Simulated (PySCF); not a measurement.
C₄H₁₂OP₂Si.
Geometry (PBE0-D3(BJ)/def2-SVP, Å), atoms numbered from 1 in this order:
```xyz
20
C4H12OP2Si angstrom
C      3.1952   -0.7521   -0.8888
C      2.0663   -0.5224    0.0779
O      2.2512   -0.2063    1.2308
C      0.6602   -0.6560   -0.4609
P     -0.0938    1.0540   -0.6429
P     -0.3921    1.4820    1.5335
C     -1.8353    0.5620   -1.0896
Si    -2.9185   -0.4159    0.1188
H      3.1545   -1.7792   -1.2849
H      3.0854   -0.0714   -1.7489
H      4.1581   -0.5786   -0.3930
H      0.6433   -1.1230   -1.4581
H      0.0691   -1.2666    0.2398
H      0.8457    2.1686    1.6958
H     -1.1170    2.6851    1.2458
H     -1.7577   -0.0020   -2.0356
H     -2.3691    1.4930   -1.3486
H     -4.0960   -0.9540   -0.6320
H     -2.1793   -1.5676    0.7166
H     -3.4217    0.4662    1.2120
```

All values: PBE0/pcSseg-1 (PySCF, non-relativistic), on one gas-phase PBE0-D3(BJ)/def2-SVP geometry that isn't relaxed in the solvent. The solvent is an IEF-PCM continuum (cavity from Bondi-type radii × 1.2). Specific hydrogen bonds and non-electrostatic terms are outside this model.

```json
{"run": "gas", "E − E(gas) (kJ/mol)": "0.00", "HOMO (eV)": "-6.43", "HOMO–LUMO gap (eV)": "5.67", "dipole (D)": "3.18"}
{"run": "P", "E − E(gas) (kJ/mol)": "-12.96", "HOMO (eV)": "-6.40", "HOMO–LUMO gap (eV)": "5.70", "dipole (D)": "3.72"}
{"run": "Q", "E − E(gas) (kJ/mol)": "-30.15", "HOMO (eV)": "-6.43", "HOMO–LUMO gap (eV)": "5.75", "dipole (D)": "4.64"}
```

The runs were made in benzene and methanol. Which run belongs to which solvent?

P = benzene, Q = methanol. The dielectric constants are 2.271 (benzene), 32.61 (methanol), and the energy falls further as ε rises. In this model the ground state sees the solvent through ε alone.

How constant is the ratio of the lowering to (ε − 1)/(2ε + 1)?

```
 solvent  (ε − 1)/(2ε + 1)  E − E(gas) (kJ/mol)  ratio (kJ/mol)  polarisation term (kJ/mol)
 benzene             0.229               -12.96           -56.5                      -14.06
methanol             0.477               -30.15           -63.2                      -36.99
```

The ratio changes by +11.8 % in size from benzene to methanol. The polarisation term is half the interaction of the solute with the induced surface charges.

The run took 44 s of wall time on an Intel Xeon Platinum 8488C with one thread (shared host), and the process peaked at 1.2 GiB of memory. This is the whole shielding run at PBE0/pcSseg-1 in methanol, SCF included.
